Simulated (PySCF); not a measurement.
# Excitation energy of In⁺ by level of theory

In⁺ [Kr] 4d10 5s2 (1S) → In⁺ [Kr] 4d10 5s1 6s1 (3S), as a difference of total energies. Calculation: PySCF 2.14, in aug-cc-pwCVTZ-DK3 (10s9p7d4f1g, 109 functions); scalar relativity by spin-free X2C-1e. Correlated levels: valence: [Kr] 4d10 frozen. The calculations carry no spin-orbit coupling.

```tsv
method	excitation energy (eV)
UHF	10.096
MP2 (valence)	10.662
SCS-MP2 (valence)	10.849
CCSD (valence)	10.839
```

Problem. How much does correlation contribute at MP2 (valence)?

Solution. 10.662 − (10.096) = 0.566 eV, measured against UHF.

Errors of the correlated levels include the incompleteness of this basis and the frozen core.

With two correlated electrons CCSD is exact in that space.

For comparison: 11.645 eV (measured; NIST levels).
